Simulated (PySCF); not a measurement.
# InSb at PBE

Level: PBE. In def2-TZVPPD with ECP28, Sb def2-TZVPPD with ECP28; scalar-relativistic core potentials (PySCF 2.14).

For InSb, the state is ³Σ⁻ (triplet), unpaired electrons π ↑↑. The bond length is 2.970 Å, the harmonic wavenumber is 139 cm⁻¹ and the force constant is 0.667 mdyn/Å. The rotational constant Be is 0.03243 cm⁻¹ and the anharmonicity ωexe is 0.281 cm⁻¹. The vibration–rotation constant αe is 9.61e-05 cm⁻¹ and the well depth De to In + Sb is 1.84 eV. The dissociation energy D0 is 1.84 eV. The bond order (Mayer) is 1.17. The dipole moment (positive dipole means In(−)Sb(+)) is -1.86 D.

Spin–orbit coupling is left out, which matters for elements this heavy, above all for dissociation energies. The state is the lowest determinant that a PBE0 search found; another state may lie lower at other levels.
